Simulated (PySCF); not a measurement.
Compound: 1,2,4-trifluorobenzene, C6H3F3.
SMILES with atom numbers: `[F:1][c:2]1[cH:3][cH:4][c:5]([F:6])[c:7]([F:8])[cH:9]1` (hydrogens: H10 on C3; H11 on C4; H12 on C9)

Computed geometry: GFN2-xTB, gas phase.

Problem. What internal coordinates does the optimisation give?

Solution. 
```
  bond  length (pm)     order
 F1–C2        134.2    single
 C2–C3        138.4  aromatic
 C3–C4        138.3  aromatic
 C4–C5        138.4  aromatic
 C5–F6        134.1    single
 C5–C7        139.1  aromatic
 C7–F8        133.9    single
 C7–C9        138.3  aromatic
 C2–C9        138.4  aromatic
C3–H10        107.8    single
C4–H11        107.8    single
C9–H12        107.8    single
```

Orders are formal, as drawn. A selection of angles:
```
    angle  degrees
 F1–C2–C3    119.3
 F1–C2–C9    118.6
 C3–C2–C9    122.2
 C2–C3–C4    118.9
C2–C3–H10    119.9
C4–C3–H10    121.1
 C3–C4–C5    119.9
C3–C4–H11    121.1
C5–C4–H11    119.0
 C4–C5–F6    119.5
 C4–C5–C7    120.4
 F6–C5–C7    120.1
 C5–C7–F8    120.3
 C5–C7–C9    120.4
 F8–C7–C9    119.3
C7–C9–H12    120.5
 C2–C9–C7    118.3
C2–C9–H12    121.2
```

The 6-membered ring C2–C3–C4–C5–C7–C9 has internal angles of 118.3° to 122.2°; it is planar, 0.00 Å rms from its mean plane, widest ring torsion 0°. All 3 C–F bonds measure 1.339 to 1.342 Å. The 9 heavy atoms lie in one plane (0.001 Å rms).

Point group: Cs (tolerance 0.08 Å). No GFN2-xTB frequencies stand behind this structure, so it isn't proved a minimum.
